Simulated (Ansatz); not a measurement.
BBrH2 (SMILES BBr) moved off its minimum; all values from Ansatz (a first-principles code), cores frozen in correlated methods.
(charge 0, multiplicity 1)
```xyz
4

B     -0.8450    -1.3056     0.2126
H     -0.4269    -2.1811     0.9271
H     -1.8539    -1.3809    -0.4763
Br     0.1847     0.2048    -0.1153
```

Forces at PBE/def2-TZVPP (eV/Å):

| atom | Fx | Fy | Fz |
|---|---|---|---|
| B1 | -0.763 | -0.946 | -0.616 |
| H2 | -0.156 | 0.270 | 0.009 |
| H3 | 0.350 | -0.080 | 0.573 |
| Br4 | 0.570 | 0.755 | 0.034 |

Question: Give the forces (eV/Å), the total energy and the dipole at CCSD(T)/aug-cc-pVTZ.

Answer: 
| atom | Fx | Fy | Fz |
|---|---|---|---|
| B1 | -0.879 | -1.164 | -0.639 |
| H2 | -0.262 | 0.417 | -0.113 |
| H3 | 0.509 | -0.099 | 0.722 |
| Br4 | 0.632 | 0.846 | 0.030 |
Energy -2598.6430 hartree, dipole 0.41 D.
